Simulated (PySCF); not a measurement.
Cd⁺ (cadmium, charge +1) across methods

[Kr] 4d9 5s1 5p1, one real determinant (an excited configuration). Calculation: PySCF 2.14, in aug-cc-pwCVDZ-PP with ECP28MDF; scalar relativity through the core potential. The B2PLYP total includes its PT2 part (frozen core); its orbital energies are those of the SCF part.

| method | E (hartree) | mean ε 4d β (eV) | mean ε 5s α (eV) | mean ε 5p α (eV) | Σ⟨r²⟩ (bohr²) | ⟨S²⟩ |
| --- | --- | --- | --- | --- | --- | --- |
| r2SCAN | -166.9688 | -25.580 | -16.545 | -10.256 | 41.86 | 3.752 |
| LDA | -166.5926 | -25.316 | -16.505 | -10.040 | 42.20 | 3.750 |
| PBE | -166.9088 | -25.199 | -16.211 | -9.974 | 42.26 | 3.751 |
| TPSSh | -166.8513 | -26.132 | -16.594 | -10.371 | 42.15 | 3.751 |
| UHF | -166.11720 | -33.452 | -19.784 | -13.300 | 42.54 | 3.753 |
| BHandHLYP | -166.8363 | -29.755 | -18.142 | -11.601 | 42.18 | 3.751 |
| wB97X | -166.9251 | -30.103 | -19.388 | -12.783 | 42.21 | 3.751 |
| B2PLYP | -166.7490 | -29.741 | -18.152 | -11.657 | 42.29 | 3.751 |

Estimate the same row for PBE0.

E (hartree) = -166.9093; mean ε 4d β (eV) = -27.520; mean ε 5s α (eV) = -17.266; mean ε 5p α (eV) = -10.911; Σ⟨r²⟩ (bohr²) = 42.14; ⟨S²⟩ = 3.751.

⟨L²⟩ = 8.02 against 12 for a pure F term, so this real determinant mixes terms. Energies and moments cover only the electrons outside the core potential.
